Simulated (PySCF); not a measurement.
InS: a base run and its variants

Base input, run as `OMP_NUM_THREADS=1 python input.py` with PySCF 2.14:

```python
from pyscf import gto, dft

mol = gto.M(
    atom='In 0 0 0; S 0 0 2.375',
    basis='def2-svpd',
    ecp={'In': 'def2-svpd'},
    charge=0,
    spin=1,
    verbose=3,
)
mf = dft.UKS(mol, xc='o3lyp')
mf.kernel()
mf.stability(internal=True, external=True)
mf.dip_moment()
print('orbital energies (hartree):', [e[max(0, n-3):n+3].round(4) for e, n in zip(mf.mo_energy, mol.nelec)])
```

Base result: E(SCF) = -588.426125 Eh, ⟨S²⟩ = 0.757, μz(SCF) = -4.76 D, internal stable; real -> complex stable. The bond length is a typed value, not an optimised one. No search for the lowest solution was made.

It ran on Arm Neoverse V1 (1 thread, shared host) in 23 s, peak memory 0.29 GiB.

Each row names what differs from the base; energies in brackets are changes from the base.

```tsv
change	result	wall time (s)
integration grid: default → 4	E(SCF) = -588.426122 Eh (+0.0001 eV), ⟨S²⟩ = 0.757, μz(SCF) = -4.76 D, internal stable; real -> complex stable	31
core potential: on → off [unsound on purpose]	E(SCF) = -1950.638617 Eh, ⟨S²⟩ = 0.751, μz(SCF) = -7.69 D, internal stable; real -> complex stable	15
spin (2S): 1 → 5 [a high spin state]	E(SCF) = -588.156582 Eh (+7.3346 eV), ⟨S²⟩ = 8.755, μz(SCF) = 3.72 D, internal stable; real -> complex stable	23
functional: o3lyp → wb97	E(SCF) = -588.227001 Eh, ⟨S²⟩ = 0.755, μz(SCF) = -2.11 D, internal stable; real -> complex unstable	36
geometry: bond 2.375 → bond 0.5 [unsound on purpose]	E(SCF) = -528.466637 Eh, ⟨S²⟩ = 0.751, μz(SCF) = -1.52 D, internal unstable; real -> complex unstable	14
integration grid: default → 2	E(SCF) = -588.426114 Eh (+0.0003 eV), ⟨S²⟩ = 0.757, μz(SCF) = -4.76 D, internal stable; real -> complex stable	15
```
